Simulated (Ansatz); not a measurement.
One geometry of FH₄SbSeSi (`F[SiH2][SbH][SeH]`), several functionals.

```yaml
crystal:
  periodic: [false, false, false]
  atoms:
    - {symbol: F, position_ang: [-1.688574, 1.723326, -0.357231]}
    - {symbol: Si, position_ang: [-0.134321, 1.329320, -0.390147]}
    - {symbol: Sb, position_ang: [0.279637, -0.536697, 1.332525]}
    - {symbol: Se, position_ang: [-0.243017, -2.361160, -0.393033]}
    - {symbol: H, position_ang: [0.193554, 0.890376, -1.769724]}
    - {symbol: H, position_ang: [0.647669, 2.543736, -0.037789]}
    - {symbol: H, position_ang: [1.948441, -0.447318, 0.948153]}
    - {symbol: H, position_ang: [-0.911191, -3.198782, 0.611346]}
basis:
  gaussian: {orbitals: def2-TZVPP}
hamiltonian: {xc: {name: B3LYP}, dispersion: d4}
output: {forces: true, orbitals: {seedname: orbitals}}
```

```sh
$ ansatz run in.yaml --threads 4 --pin off --events-out ev --progress --plain --max-ram 10444MiB
```

Output, abridged:

```
Functional definition: B3LYP
1528 factors; their error is unknown
mean field evaluation 1: about -82552.2584 eV, gradient 3.6e1 eV
mean field evaluation 2: about -82549.1862 eV, gradient 5.9e1 eV
mean field evaluation 4: about -82554.3049 eV, gradient 1.6e0 eV
mean field evaluation 8: about -82554.3129 eV, gradient 4.8e-2 eV
mean field evaluation 16: about -82554.7896 eV, gradient 8.7e-4 eV
mean field -82554.78957767 eV, -3033.8325593332 hartree, gradient 5.2e-5 eV, S^2 0.000000; 0 other end points of the search recorded, 0 dependent functions left out
reference -82554.78985039 eV, -3033.8325693555 hartree; 42, 42 occupied and 185, 185 virtual orbitals, 1528 factors
Total energy: -82555.18311856 eV, -3033.8470216942 hartree
Atom 0 at    -1.688574     1.723326    -0.357231 Å, force    -0.208428     0.051910     0.003548 eV/Å
Atom 1 at    -0.134321     1.329320    -0.390147 Å, force     0.243953     0.117602    -0.155834 eV/Å
Atom 2 at     0.279637    -0.536697     1.332525 Å, force     0.022840     0.102864     0.311041 eV/Å
Atom 3 at    -0.243017    -2.361160    -0.393033 Å, force    -0.054094    -0.211359    -0.218267 eV/Å
Atom 4 at     0.193554     0.890376    -1.769724 Å, force    -0.016665     0.034987     0.075260 eV/Å
Atom 5 at     0.647669     2.543736    -0.037789 Å, force    -0.043243    -0.060080    -0.030577 eV/Å
Atom 6 at     1.948441    -0.447318     0.948153 Å, force     0.080202     0.007399    -0.004576 eV/Å
Atom 7 at    -0.911191    -3.198782     0.611346 Å, force    -0.024565    -0.043323     0.019405 eV/Å
Dipole moment:     0.201664     0.024952     0.249988 e Å
```

Hardware: 4 threads of an AMD EPYC 9R45 on a shared host. Wall time 1.8 s, peak host memory 0.8 GiB.

The same input with `hamiltonian: {xc: {name: CAM-B3LYP}, dispersion: d4}` and no forces (abridged; 1.4 s):

```
Functional definition: CAM-B3LYP
mean field evaluation 16: about -82553.4625 eV, gradient 3.9e-5 eV
mean field -82553.46249617 eV, -3033.7837899876 hartree, gradient 3.9e-5 eV, S^2 0.000000
Total energy: -82553.67875405 eV, -3033.7917373181 hartree
```

With the line `hamiltonian: {xc: {name: B2PLYP}}` and no forces (abridged; 2 s):

```
Functional definition: B2PLYP
mean field evaluation 16: about -82521.3894 eV, gradient 9.1e-5 eV
mean field -82521.38941083 eV, -3032.6051258413 hartree, gradient 2.9e-6 eV, S^2 0.000000
19 core orbitals not correlated: weight in the atoms' cores, before any rotation towards them, 1.000 or more for the frozen orbitals, at most 0.000 for the correlated occupied ones
second order -32.39995686 eV of doubles, -0.00000000 eV of singles
Total energy: -82530.13757150 eV, -3032.9266148161 hartree
```

Changing it to `hamiltonian: {xc: {name: revPBE}, dispersion: d4}` and no forces (abridged; 0.7 s):

```
Functional definition: revPBE
mean field evaluation 16: about -82544.1208 eV, gradient 4.6e-5 eV
mean field -82544.12077984 eV, -3033.4404882445 hartree, gradient 4.6e-5 eV, S^2 0.000000
Total energy: -82544.68371904 eV, -3033.4611758786 hartree
```

With the line `hamiltonian: {xc: {name: r2SCAN0}, dispersion: d4}` and no forces (abridged; 1.7 s):

```
Functional definition: r2SCAN0
mean field evaluation 16: about -82549.8363 eV, gradient 1.8e-5 eV
mean field -82549.83634342 eV, -3033.6505313319 hartree, gradient 1.8e-5 eV, S^2 0.000000
Total energy: -82549.90276984 eV, -3033.6529724579 hartree
```

Changing it to `hamiltonian: {xc: r2scan, dispersion: d4}` (abridged; 1.5 s):

```
Functional definition: r2SCAN
mean field evaluation 16: about -82551.3542 eV, gradient 3.5e-4 eV
mean field -82551.35422642 eV, -3033.7063125033 hartree, gradient 8.9e-5 eV, S^2 0.000000
Total energy: -82551.40725757 eV, -3033.7082613623 hartree
Atom 0 force    -0.039647     0.004686     0.000009 eV/Å
Atom 1 force     0.048639     0.037027    -0.039899 eV/Å
Atom 2 force    -0.004715     0.025507     0.109207 eV/Å
Atom 3 force    -0.035219    -0.080814    -0.052747 eV/Å
Atom 4 force     0.001020     0.013224     0.017739 eV/Å
Atom 5 force    -0.007134    -0.018425    -0.011220 eV/Å
Atom 6 force     0.026556     0.011165    -0.011574 eV/Å
Atom 7 force     0.010500     0.007630    -0.011515 eV/Å
Dipole moment:     0.193859     0.027234     0.236738 e Å
```

B3LYP takes the VWN-RPA correlation (the form of Gaussian; ORCA's B3LYP/G).
